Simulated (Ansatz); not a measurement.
`F[SiH2][O][ZnH]`, charge 0, multiplicity 1.

(1) Give a relaxed structure at PBE0-D4/def2-TZVP (the Gaussian-basis code of Ansatz). (Estimate.)

## Answers

(1) Computed: 
Cartesian coordinates in Å:
```
F -1.444 1.199 0.407
Si -1.047 -0.112 -0.431
O 0.496 -0.474 -0.195
Zn 1.973 0.007 0.660
H -1.931 -1.199 0.054
H -1.307 0.210 -1.855
H 3.259 0.368 1.361
```
Point group Cs.
